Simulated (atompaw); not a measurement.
u(r) = r·R(r): atom against pseudo-atom (oxygen)

Columns: radius, all-electron u(r) and pseudo u(r) of the 2s shell (level -31.39 eV) of oxygen in the configuration [He] 2s2 2p3.5; PBE, scalar-relativistic, PAW (atompaw) scheme, atompaw 4.2.0.5.

| r (bohr) | all-electron | pseudo |
| --- | --- | --- |
| 0.071 | -0.4014 | 0.1329 |
| 0.142 | -0.3925 | 0.2629 |
| 0.213 | -0.2100 | 0.3873 |
| 0.285 | 0.0317 | 0.5054 |
| 0.356 | 0.2676 | 0.6115 |
| 0.427 | 0.4751 | 0.7059 |
| 0.498 | 0.6449 | 0.7871 |
| 0.569 | 0.7756 | 0.8544 |
| 0.640 | 0.8695 | 0.9072 |
| 0.712 | 0.9316 | 0.9457 |
| 0.783 | 0.9654 | 0.9688 |
| 0.854 | 0.9771 | 0.9773 |
| 0.925 | 0.9713 | 0.9713 |
| 0.996 | 0.9521 | 0.9521 |
| 1.067 | 0.9229 | 0.9229 |
| 1.138 | 0.8866 | 0.8866 |
| 1.210 | 0.8447 | 0.8447 |
| 1.281 | 0.8004 | 0.8004 |
| 1.352 | 0.7544 | 0.7544 |
| 1.423 | 0.7080 | 0.7080 |
| 1.494 | 0.6619 | 0.6619 |
| 1.565 | 0.6167 | 0.6167 |
| 1.637 | 0.5725 | 0.5725 |
| 1.708 | 0.5306 | 0.5306 |
| 1.779 | 0.4907 | 0.4907 |
| 1.850 | 0.4529 | 0.4529 |

(1) How many radial nodes do the two functions have?

(2) At about which radius was the pseudo-wave matched?

(3) Where does each function peak?

(4) Is the pseudo-wave norm-conserving?

## Answers

(1) The all-electron 2s function has n − l − 1 = 1; the pseudo-wave has 0, since the states of the same l below it are removed with the core.

(2) 0.90 bohr, where the columns begin to agree (steps of 0.07 bohr).

(3) Outermost all-electron maximum near 0.85 bohr, pseudo maximum near 0.85 bohr (to the table’s step).

(4) No, it belongs to a PAW set: the norm inside the radius is not constrained, and the difference is carried by the augmentation charge.
